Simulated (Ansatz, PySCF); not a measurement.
Pulling on the Al1–H2 bond in AlH2I (SMILES [AlH2][I]) (multiplicity 1 held, fragments rigid). Energies count from the point at 1.571 Å.
Geometry at that point (charge 0, multiplicity 1):
```xyz
4

Al    -1.029    -1.593     0.268
H     -0.519    -2.624     1.337
H     -2.327    -1.781    -0.598
I      0.306     0.474    -0.080
```

R- and RO- levels are restricted; in cc, def2 and unpolarised 6-31G sets they are followed outwards from rest. U- levels take the lowest unrestricted solution at each point, which mixes spins at long bonds. Active spaces are followed from a long bond inwards. Levels need not reach the same state.

Cores are frozen in the correlated methods. Filled d and f shells under p-block atoms count as core. Rows in LANL2DZ carry no dispersion term and start afresh at each structure. LANL2DZ brings its own core potentials from Na on.

Codes used: Ansatz (Gaussian basis) for Hartree–Fock, density functionals and correlated methods; PySCF for LANL2DZ rows.  In def2 rows elements past Kr take small-core potentials, without spin–orbit coupling.

Energies in kcal/mol.

| R (Å) | R-HF/def2-TZVPP | U-HF/def2-TZVPP | R-BP86/LANL2DZ | FIC-NEVPT4(SD) on CASSCF(2,2)/def2-TZVPP | FIC-MRCISD+Q on CASSCF(2,2)/def2-TZVPP |
|---|---|---|---|---|---|
| 1.257 | 25.4 | 25.4 | 28.5 | 25.4 | 25.3 |
| 1.414 | 4.8 | 4.8 | 6.7 | 5.0 | 5.0 |
| 1.571 | 0.0 | 0.0 | 0.0 | 0.0 | 0.0 |
| 1.728 | 3.7 | 3.7 | 1.6 | 3.2 | 3.2 |
| 1.885 | 12.0 | 12.0 | 7.8 | 10.5 | 10.7 |
| 2.120 | 28.2 | 28.2 | 20.7 | 24.7 | 25.0 |
| 2.356 | 45.6 | 44.8 | 34.6 | 39.3 | 39.7 |
| 2.749 | 72.6 | 59.1 | 55.9 | 59.6 | 60.1 |
| 3.141 | 95.5 | 64.1 | 72.8 | 72.9 | 73.5 |
| 3.613 | 117.3 | 66.0 | 87.3 | 80.8 | 81.4 |
| 4.241 | 138.5 | 66.6 | 99.1 | 84.1 | 84.8 |
| 5.026 | 156.1 | 66.7 | 106.5 | 85.0 | 85.6 |

Doubts at one or more of the structures used: a restricted determinant that unrestricted orbitals would lower (R-HF/def2-TZVPP); a spin-contaminated determinant (U-HF/def2-TZVPP).

Ansatz is a first-principles code.
